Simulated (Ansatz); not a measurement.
Basis-set extrapolation for CH5BClFSSi (PBE0-D4/def2-TZVP geometry, frozen core, Ansatz). Multiplicity 1, RHF reference.

```csv
,def2-TZVPP,def2-QZVPP
HF,-1310.966029,-1311.005948
MP2 correlation,-1.021551,-1.108536
CCSD(T) correlation,-1.128653,not run
```

Energies in hartree. Use E(X) = E(∞) + A·exp(−7.88·√X) for Hartree–Fock and E(X) = E(∞) + B·X^(−2.97) for correlation, with X = 3 and 4, and add CCSD(T) minus MP2 of the smaller set to the MP2 limit.

Question: What is the CCSD(T) energy at the basis-set limit?

Answer: HF limit: -1311.005948 + (-0.039919) × 0.13774 = -1311.01145. MP2 limit: -1.108536 + (-0.086985) × 0.74074 = -1.17297. Higher-order term: -1.128653 − (-1.021551) = -0.10710. Total: -1312.29152 hartree, 5.36 eV below CCSD(T)/def2-TZVPP.
